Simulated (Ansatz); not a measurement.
Compare A (`F/C(I)=C\I`) with its isomer B (`FC=C(I)I`).

Isolated molecules relaxed with PBE0-D4/def2-TZVP in Ansatz; ΔE leaves out vibrations. CCSD(T)/CBS is the MP2 limit (def2-TZVPP, def2-QZVPP) plus CCSD(T) − MP2 in def2-TZVPP, frozen cores. DFT in def2-TZVPP. B3LYP here is the variant with VWN-RPA as its local correlation; programs differ in this. def2 core potentials past Kr. For I outer-core shells are correlated without core-valence functions, which leaves a few kJ/mol of doubt a bond.

(1) Which is lower in electronic energy at CCSD(T)/CBS, and by how much? (Best estimate.)

(2) Give E(B) − E(A) in kJ/mol with BLYP-D4, PBE-D4, B3LYP-D4, r2SCAN-D4, LDA (SPW92), MP2/def2-TZVPP, HF/def2-TZVPP. (Estimate.)

(3) Does the order hold for the free energy at 298.15 K (harmonic terms from PBE0-D4)? (Estimate.)

Largest T1 diagnostic: 0.011.

Results:

(1) Computed: A, by 2.0 kJ/mol.

(2) The calculation gave: BLYP-D4 7.3, PBE-D4 7.8, B3LYP-D4 6.3, r2SCAN-D4 9.7, LDA (SPW92) 9.1, MP2/def2-TZVPP 1.0, HF/def2-TZVPP 5.7. None reverses the order clearly.

(3) Computed: Yes: G(B) − G(A) = +2.8 kJ/mol.

Leaving LDA and LC-ωPBE aside and taking each functional with its dispersion term where it has one, the values, not all of them listed here, spread over 6.6 kJ/mol, from BHLYP-D4 to r2SCAN-D4.
